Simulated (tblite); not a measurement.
Compound: C₆H₉P₂ (charge -1).
Atom-mapped SMILES: `[CH3:1][CH2:2][c:3]1[cH:4][p:5][c:6]([CH3:7])[p-:8]1` (hydrogens: H9, H10, H11 on C1; H12, H13 on C2; H14 on C4; H15, H16, H17 on C7)

Computed geometry: GFN2-xTB, gas phase.

Question: What internal coordinates does the optimisation give?

Answer: 
```tsv
bond	length (Å)	order
C1–C2	1.529	single
C2–C3	1.505	single
C3–C4	1.370	aromatic
C4–P5	1.743	aromatic
P5–C6	1.738	aromatic
C6–C7	1.506	single
C6–P8	1.741	aromatic
C3–P8	1.758	aromatic
C1–H9, C1–H10, C1–H11	1.089	single
C2–H12, C2–H13	1.095	single
C4–H14	1.086	single
C7–H15, C7–H16, C7–H17	1.092	single
```

Bonds in one row agree within 0.01 Å and their mean is given. Orders are formal, as drawn. A selection of angles:
```tsv
angle	degrees
C1–C2–C3	111.0
C2–C3–C4	122.1
C2–C3–P8	121.4
C4–C3–P8	116.4
C3–C4–P5	118.1
C4–P5–C6	93.9
P5–C6–C7	121.0
P5–C6–P8	117.5
C7–C6–P8	121.6
C3–P8–C6	94.1
```

Dihedral angles: C1–C2–C3–C4 82° (synclinal). The mirror-image conformer, all signs reversed, is as good.

Of the pairs four or more bonds apart, C4···H9 is among the closest relative to their van der Waals radii: 3.04 Å, 105 % of the sum of Bondi's values. C4 (aromatic CH carbon) is planar (angles 121.8°, 120.1° and 118.1°, sum 360.0°, 0.00 Å off the plane of its three neighbours). C3 (substituted aromatic carbon) is planar (angles 122.1°, 121.4° and 116.4°, sum 360.0°, 0.02 Å off the plane of its three neighbours). C6 (substituted aromatic carbon) is planar (angles 121.6°, 121.0° and 117.5°, sum 360.0°, 0.01 Å off the plane of its three neighbours). The 4 C–C bonds span 1.370 Å (C3–C4, aromatic) to 1.529 Å (C1–C2, drawn single), a spread of 0.159 Å. The 5-membered ring C3–C4–P5–C6–P8 has internal angles of 93.9° to 118.1° (sum 540°, against 540° for a flat polygon); it is planar, 0.00 Å rms from its mean plane, widest ring torsion 0°.

Point group: C1 (no symmetry element, even within 0.4 Å). Its GFN2-xTB frequencies are all real (lowest 28 cm⁻¹).

Time: 0.63 s wall. Hardware: one thread, Arm Neoverse V1 (aarch64), shared host with 32 logical CPUs at a one-minute load of 16. These figures are those of the optimisation.
